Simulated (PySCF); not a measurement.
SiF₂ to SiF₄: adding ligands

Level: B3LYP in the def2-TZVP basis family, all electrons, no relativity, computed in PySCF with density fitting; open shells unrestricted.

Each entry is the lowest minimum that a search over a few typed start shapes (and spin states, where more than one is plausible) found, or that minimum re-optimised at the stated level; isomers with ligand–ligand bonds, or fragments after loss of a ligand pair, can lie lower.

| molecule | 2S+1 | point group | mean bond to Si (Å) | gap (eV) | atomisation (kJ/mol) | lowest ω (cm⁻¹) | dipole (D) |
| --- | --- | --- | --- | --- | --- | --- | --- |
| SiF₂ | 1 | C2v | 1.609 | 5.78 | 1220 | 332 | 1.21 |
| SiF₃ | ? | ? | ? | ? | ? | ? | ? |
| SiF₄ | 1 | Td | 1.567 | 12.50 | 2323 | 262 | 0.00 |

(1) Fill in the row of SiF₃.

Results:

(1) 2S+1: 2; point group: C3v; mean bond to Si (Å): 1.588; atomisation (kJ/mol): 1655; lowest ω (cm⁻¹): 281; dipole (D): 1.21.

The bond shortens at every step; the largest change, -0.021 Å, falls between SiF₃ and SiF₄ among the members listed.

The shape changes along the series: C2v for SiF₂; C3v for SiF₃; Td for SiF₄.

Left out of the table are members whose search was unfinished or whose lowest solution was spin-contaminated, unstable, very soft or bonded differently.
